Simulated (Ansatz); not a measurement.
Program: Ansatz. Geometries: PBE0-D4/def2-TZVP. ΔE: electronic, gas phase. CCSD(T)/CBS is the MP2 limit (def2-TZVPP, def2-QZVPP) plus CCSD(T) − MP2 in def2-TZVPP, frozen cores. This one scheme is used for every species. One conformer a species, not always the lowest.

`CC[BH][AlH2]` + CH₃SH → `CCBSC` + `[AlH3]`  (cleavage of the B–Al bond)

```tsv
level	ΔE (eV)
CCSD(T)/def2-TZVPP	-1.38
SCS-MP2/def2-QZVPP	-1.42
HF/CBS(def2)	-1.27
MP2/CBS(def2)	-1.49
```

(1) What does CCSD(T)/CBS give? (Best estimate.)

Largest T1 diagnostic among the species: 0.012.

Results:

(1) Computed: -1.37 eV. The listed levels differ from it by -0.01, -0.05, 0.10, -0.12 eV.

The D4 term adds −0.06 eV with B3LYP and −0.03 eV with PBE0; it sums over pairs of atoms, weighted by their polarisabilities, and B3LYP, whose exchange is more repulsive, gets the larger term. In def2-TZVPP, CCSD(T) changes the Hartree–Fock value by −0.10 eV (the triples alone add −0.04 eV) and MP2 by −0.21 eV.

B3LYP here is the variant with VWN-RPA as its local correlation; programs differ in this.
